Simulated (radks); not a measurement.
Values are calculated unless marked as measured or tabulated.
The rhodium ion Rh3+, configuration [Kr] 4d6 (the NIST ground configuration). Code: a radial shooting solver on a logarithmic mesh with Libxc functionals. Model: scalar-relativistic Kohn-Sham, BLYP, spin-polarised, spherical densities, finite nucleus; open shells are filled with parallel spins first (spin-orbit coupling, left out, can overturn this in heavy ions); Fermi nuclear charge, rms radius 4.4945 fm.

Normalised radial functions P(r) = r R(r), r in bohr:

| r | 4s down | 4p up | 4d down |
|---|---|---|---|
| 0.002611 | 0.0965 | 0.0036 | 0.0000 |
| 0.003957 | 0.1338 | 0.0076 | 0.0001 |
| 0.006047 | 0.1798 | 0.0160 | 0.0002 |
| 0.009241 | 0.2270 | 0.0334 | 0.0006 |
| 0.01412 | 0.2570 | 0.0675 | 0.0019 |
| 0.0214 | 0.2358 | 0.1277 | 0.0059 |
| 0.03271 | 0.1161 | 0.2235 | 0.0177 |
| 0.04998 | -0.1217 | 0.3365 | 0.0491 |
| 0.07637 | -0.3772 | 0.3849 | 0.1212 |
| 0.1158 | -0.3741 | 0.2229 | 0.2498 |
| 0.1769 | 0.1042 | -0.2170 | 0.4071 |
| 0.2703 | 0.6354 | -0.5890 | 0.4394 |
| 0.4131 | 0.2839 | -0.2668 | 0.1407 |
| 0.6262 | -0.7788 | 0.6385 | -0.4345 |
| 0.9568 | -1.1609 | 1.1089 | -0.8746 |
| 1.462 | -0.5775 | 0.6904 | -0.8061 |
| 2.234 | -0.1075 | 0.1801 | -0.4291 |
| 3.387 | -0.0061 | 0.0166 | -0.1226 |
| 5.175 | -0.0001 | 0.0003 | -0.0124 |
| 7.908 | 0.0000 | 0.0000 | -0.0003 |

4s down: eigenvalue -116.54 eV, 3 radial nodes at r = 0.0411, 0.165, 0.465 bohr, <r> = 0.971 bohr, 90 % of the charge inside 1.41 bohr. 4p up: eigenvalue -87.156 eV, 2 radial nodes at r = 0.147, 0.472 bohr, <r> = 1.06 bohr, 90 % of the charge inside 1.57 bohr. 4d down: eigenvalue -37.579 eV, 1 radial node at r = 0.462 bohr, <r> = 1.39 bohr, 90 % of the charge inside 2.17 bohr.
